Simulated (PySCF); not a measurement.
## Quadrupolar nuclei of `O=S(=O)(O)C=C1CC1` in NMR

Species: C4H6O3S.
Cartesian coordinates in Å at the GFN2-xTB level; atoms count from 1:
```
atom  x, y, z in Å
O1     1.6413    0.3152   -1.1321
S2     1.9038   -0.4042    0.0789
O3     2.7943   -1.5165    0.0540
O4     2.4733    0.6850    1.1403
C5     0.3888   -0.8736    0.8843
C6    -0.7195   -0.2955    0.5179
C7    -1.3498    0.6715   -0.3782
C8    -2.1710   -0.1186    0.6192
H9     2.5023    1.5409    0.7115
H10    0.5034   -1.6273    1.6398
H11   -1.1856    1.7234   -0.1981
H12   -1.4100    0.4212   -1.4264
H13   -2.8090   -0.9121    0.2587
H14   -2.5629    0.3901    1.4880
```

Computed at PBE0/pcSseg-1 (PySCF, non-relativistic):

| atom | environment | nucleus | spin I | Q (b) | CQ = χzz (MHz) | η |
| --- | --- | --- | --- | --- | --- | --- |
| O1 | sulfonyl oxygen | 17O | 5/2 | -0.0256 | -7.964 | 0.098 |
| S2 | sulfonyl sulfur | 33S | 3/2 | -0.0678 | -15.521 | 0.200 |
| O3 | sulfonyl oxygen | 17O | 5/2 | -0.0256 | -7.645 | 0.188 |
| O4 | hydroxyl oxygen | 17O | 5/2 | -0.0256 | -10.508 | 0.902 |

Which field gradients stand behind these couplings (CQ in MHz = 234.96 × Q in b × Vzz in au)?

The tensor is traceless, so η fixes the two smaller values:

| atom | Vxx (au) | Vyy (au) | Vzz (au) | Vzz (10²¹ V/m²) |
| --- | --- | --- | --- | --- |
| O1 | -0.597 | -0.727 | 1.324 | 12.87 |
| S2 | -0.390 | -0.585 | 0.974 | 9.47 |
| O3 | -0.516 | -0.755 | 1.271 | 12.35 |
| O4 | -0.085 | -1.662 | 1.747 | 16.98 |

At 11.75 T, set νQ = 3|CQ|/[2I(2I − 1)] beside the Larmor frequency (|g| × 7.62259 MHz/T × B; g(17O) = −0.75752, g(33S) = 0.42921), and give PQ = |CQ|√(1 + η²/3).

| atom | PQ (MHz) | νQ (MHz) | ν0 (MHz) | νQ/ν0 |
| --- | --- | --- | --- | --- |
| O1 | 7.977 | 1.195 | 67.85 | 0.018 |
| S2 | 15.62 | 7.760 | 38.44 | 0.202 |
| O3 | 7.690 | 1.147 | 67.85 | 0.017 |
| O4 | 11.85 | 1.576 | 67.85 | 0.023 |

For O1: PQ = 7.964 × 1.0016, νQ = 7.964 × 0.1500, ν0 = 5.7742 MHz/T × 11.75 T.

Second-order quadrupolar shift of the central transition's centre of gravity (half-integer spins, νQ < ν0/10) at 11.75 and 14.1 T.

δ = −(3/40)(PQ/ν0)² [I(I + 1) − 3/4]/[I²(2I − 1)²], in ppm:

```csv
site,11.75 T,14.1 T
17O at O1,-82.9,-57.6
17O at O3,-77.1,-53.5
17O at O4,-183,-127
```

In the extreme-narrowing limit, with isotropic tumbling and one correlation time, the quadrupolar linewidth goes as PQ². What relative widths follow for the 17O sites?

O4 1, O1 0.45, O3 0.42, with O4 as 1.

Take a correlation time of 2 ps, isotropic tumbling and extreme narrowing. What quadrupolar relaxation rates and linewidths follow?

1/T1 = 1/T2 = (3π²/10)(2I + 3)/[I²(2I − 1)] × PQ² × τc; the width is 1/(πT2).

```
     site  spin factor (2I + 3)/[I²(2I − 1)]  1/T1 (s⁻¹)  T1 (ms)  linewidth (Hz)
17O at O1                              0.320         121     8.29            38.4
33S at S2                              1.333        1930    0.519             614
17O at O3                              0.320         112     8.92            35.7
17O at O4                              0.320         266     3.76            84.7
```

Solvent, lattice and vibrations would change these gradients. The structure is a single GFN2-xTB conformer in the gas phase; no vibrational or solvent corrections. GFN2-xTB bond lengths can be off by several hundredths of an ångström, more for odd bonds, and the gradients follow them. With so small a basis the couplings can be 20 % off.
